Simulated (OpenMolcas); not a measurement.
## neutral iridium: effect of the active space

```yaml
Program: OpenMolcas 26.06
Method: CASSCF
Basis: ANO-RCC-VQZP
Scalar_Hamiltonian: DKH2, point nucleus
Spin-orbit_coupling: state interaction with AMFI integrals over the reference wave functions, term energies averaged over their components
```

A. 7 electrons in 5 orbitals (5d); 2S+1 = 4 even, 10 roots; 2S+1 = 2 even, 40 roots; cost roughly 30 core-seconds
B. 9 electrons in 6 orbitals (5d 6s); 2S+1 = 4 even, 20 roots; 2S+1 = 2 even, 35 roots; cost of the order of 30 core-seconds
C. 9 electrons in 11 orbitals (5d 6s 6d); 2S+1 = 4 even, 20 roots; 2S+1 = 2 even, 49 roots kept (CI in the orbitals of an earlier block); cost about 11 core-minutes

Energies in cm⁻¹ above 5d⁷ 6s² ⁴F_9/2, the measured ground level; measured values from NIST Handbook of Basic Atomic Spectroscopic Data.

```tsv
Level	A	B	C	Measured
5d⁷ 6s² ⁴F_9/2	0.0	0.0	0.0	0.0
5d⁷ 6s² ⁴F_7/2 [67 %]	7113	7168	7064	7107
5d⁷ 6s² ²G_9/2 [65 %]	16815	14807	14952	13940
5d⁷ 6s² ²P_1/2 [70 %]	29963	15111	14166
```

C puts 5d⁸ 6s ⁴F_9/2 lowest.

Deviations, from unrounded energies. A percentage is the sum of absolute deviations over the sum of measured energies, with the sign that they share, or ± where signs differ.

```tsv
Against measurement	Levels	A	B	C
mean absolute deviation (cm-1)	2	1400	460	530
fine structure of the ground term (%)	1	+0.1	+0.9	-0.6
other terms of the ground configuration (%)	1	+20.6	+6.2	+7.3
```

B lies closest to measurement on these levels and A furthest from it. The largest miss of B in the table is 5d⁷ 6s² ²G_9/2 [65 %], by +870 cm-1. The ranking rests on the paired levels alone, and a cruder setting can come out closer through cancelling errors.

The spin-orbit steps hold different terms of 5d⁷ 6s² (B lacks ²D, ²F; C lacks ²D, ²F), which shifts levels as well.

Among A to C the level of the table that moves most is 5d⁷ 6s² ²P_1/2 [70 %], by 16000 cm-1 (lowest in C, highest in A).

Without dynamic correlation excited terms often stand tens of per cent too high (terms of higher spin than the ground term too low), and those without a measured partner can miss by more than the paired ones. With the s shell closed, the reference lacks s² → p², s² → d² and s → d mixing, so excited terms can stand far too high and out of order, with CASPT2 too (holds for A). Configurations are named by rounded mean occupations; where the s occupation lies near a half they are strongly mixed, a name can repeat and a true partner stay unpaired (holds for B). Terms from blocks run as CI alone lack orbitals of their own (holds for C). The lowest computed level is not the ground level that NIST lists (4F9/2) (holds for C). Active for correlation alone: 6d; no level in the range computed is led by a configuration that fills it, so any true level of that kind is missing (holds for C). Computed and measured levels are paired by configuration, term and J; levels that our copy of the source lacks, or whose pairing is in doubt (as where it misses far off the trend of its configuration), stay unpaired and out of the deviations. Levels of configurations outside the active space are missing. Levels that lie high or do not pair safely by name in every column are left out.

A share in square brackets marks a mixed level and gives the weight of the term that names it, the lowest over the columns.
